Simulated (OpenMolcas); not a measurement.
Si5H10 (SMILES [SiH2]1[SiH2][SiH2][SiH2][SiH2]1): the electronic atomisation energy, rung by rung

Si5H10: 15 atoms, total charge 0, spin state singlet. As SMILES, `[SiH2]1[SiH2][SiH2][SiH2][SiH2]1`. Geometry: relaxed at PBE0-D4/def2-TZVP. This is one conformer, not always the lowest.

Quantity: the electronic atomisation energy, in eV. The values are calculated. Electronic energies at fixed atoms, without zero-point motion or spin-orbit coupling.

| level | kind | program | value (eV) | CPU time (all runs) |
| --- | --- | --- | --- | --- |
| HF/6-31G* (spherical functions) | Hartree–Fock | OpenMolcas | 34.13 | 36 s |
| SVWN5/6-31G* (spherical functions) | LDA | OpenMolcas | 50.17 | 91 s |
| revPBE/6-31G* (spherical functions) | GGA | OpenMolcas | 43.47 | 1.7 min |
| r2SCAN/6-31G* (spherical functions) | meta-GGA | OpenMolcas | 45.42 | 2.2 min |
| M06-2X/6-31G* (spherical functions) | hybrid meta-GGA | OpenMolcas | 44.99 | 2 min |
| PBE0/6-31G* (spherical functions) | global hybrid | OpenMolcas | 44.74 | 1.7 min |

The values span 34.13 to 50.17 eV. Times are those of the runs behind each value, whatever else they computed, on shared processors of several kinds: orders of magnitude only.
